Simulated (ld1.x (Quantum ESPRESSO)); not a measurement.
## Which change was made? (Zn, PAW)

```json
{
  "Element": "zinc (Zn)",
  "Generator": "ld1.x (Quantum ESPRESSO) 7.5",
  "Type": "PAW",
  "Functional": "BP86",
  "Relativity": "scalar-relativistic",
  "Frozen core": "[Ar]",
  "Valence charge": "12",
  "Reference configuration": "3d10 4s2 4p0",
  "Partial waves": "4s (bound): rcut 1.95, rcutus 2.05 bohr; 4s channel at 0.45 Ry: rcut 1.95, rcutus 2.05 bohr; 4p (bound, empty): rcut 2.45, rcutus 3.25 bohr; 4p channel at 1.05 Ry: rcut 2.45, rcutus 3.25 bohr; 3d (bound): rcut 0.85, rcutus 1.05 bohr; 3d channel at 0.05 Ry: rcut 0.85, rcutus 1.05 bohr; 4f channel at -0.15 Ry: rcut 2.20, rcutus 2.65 bohr",
  "Local potential": "all-electron potential smoothed inside 2.10 bohr (lloc = -2)",
  "Core correction": "Bessel-smoothed model core inside 0.90 bohr",
  "Augmentation charge": "BESSEL, radius 0.85 bohr"
}
```

Cutoffs, loose and tight: the cutoffs (Ry, on a coarse ladder) from which the occupation-weighted sum of valence levels, in a spherical-Bessel basis at the reference potential, stays within 10 and 1 mRy of its value at 400 Ry. They do not see the model core or the augmentation charge, which bear on the density cutoff. Test errors are all-electron minus pseudo excitation energies from the reference, over the configurations 3d10 4s1 4p0; 3d10 4s0 4p0; 3d9 4s0 4p0; 3d9 4s2 4p1; 3d10 4s0 4p1; 3d10 4s1.5 4p0; 3d8 4s0 4p0; variants that change the core or the reference have their own tests.

The base gives: outcome: generated; cutoff, loose: 140 Ry; cutoff, tight: 230 Ry; bound ghosts: none; largest test error (meV): -1102.

Q: After one change the result is: outcome: generated; cutoff, loose: 55 Ry; cutoff, tight: 90 Ry; bound ghosts: none; largest test error (meV): -1731. Which change was it?
A. all radii but the core radius scaled by about 1.08 (s 2.22, p 3.52, d 1.14, f 2.86 bohr, rcut 2.10/2.64/0.92/2.38); local potential all-electron potential smoothed inside 2.28 bohr (lloc = -2); augmentation BESSEL, radius 0.92 bohr
B. all radii but the core radius scaled by about 0.78 (s 1.58, p 2.52, d 0.82, f 2.06 bohr, rcut 1.52/1.90/0.66/1.70); local potential all-electron potential smoothed inside 1.62 bohr (lloc = -2); augmentation BESSEL, radius 0.66 bohr
C. all radii but the core radius scaled by about 0.91 (s 1.86, p 2.96, d 0.96, f 2.40 bohr, rcut 1.78/2.22/0.78/2.00); local potential all-electron potential smoothed inside 1.90 bohr (lloc = -2); augmentation BESSEL, radius 0.78 bohr
D. all radii but the core radius scaled by about 1.38 (s 2.82, p 4.48, d 1.44, f 3.64 bohr, rcut 2.68/3.38/1.16/3.02); local potential all-electron potential smoothed inside 2.90 bohr (lloc = -2); augmentation BESSEL, radius 1.16 bohr
E. all radii but the core radius scaled by about 1.23 (s 2.52, p 4.00, d 1.28, f 3.26 bohr, rcut 2.40/3.00/1.04/2.70); local potential all-electron potential smoothed inside 2.58 bohr (lloc = -2); augmentation BESSEL, radius 1.04 bohr

A: D. The others give: all radii but the core radius scaled by about 0.91 (s 1.86, p 2.96, d 0.96, f 2.40 bohr, rcut 1.78/2.22/0.78/2.00); local potential all-electron potential smoothed inside 1.90 bohr (lloc = -2); augmentation BESSEL, radius 0.78 bohr → outcome: generated; cutoff, loose: 180 Ry; cutoff, tight: 300 Ry; bound ghosts: none; largest test error (meV): -1033 | all radii but the core radius scaled by about 1.23 (s 2.52, p 4.00, d 1.28, f 3.26 bohr, rcut 2.40/3.00/1.04/2.70); local potential all-electron potential smoothed inside 2.58 bohr (lloc = -2); augmentation BESSEL, radius 1.04 bohr → outcome: generated; cutoff, loose: 90 Ry; cutoff, tight: 140 Ry; bound ghosts: none; largest test error (meV): -1408 | all radii but the core radius scaled by about 0.78 (s 1.58, p 2.52, d 0.82, f 2.06 bohr, rcut 1.52/1.90/0.66/1.70); local potential all-electron potential smoothed inside 1.62 bohr (lloc = -2); augmentation BESSEL, radius 0.66 bohr → outcome: failed: new_paw_hamiltonian: negative rho | all radii but the core radius scaled by about 1.08 (s 2.22, p 3.52, d 1.14, f 2.86 bohr, rcut 2.10/2.64/0.92/2.38); local potential all-electron potential smoothed inside 2.28 bohr (lloc = -2); augmentation BESSEL, radius 0.92 bohr → outcome: generated; cutoff, loose: 120 Ry; cutoff, tight: 180 Ry; bound ghosts: none; largest test error (meV): -1185.
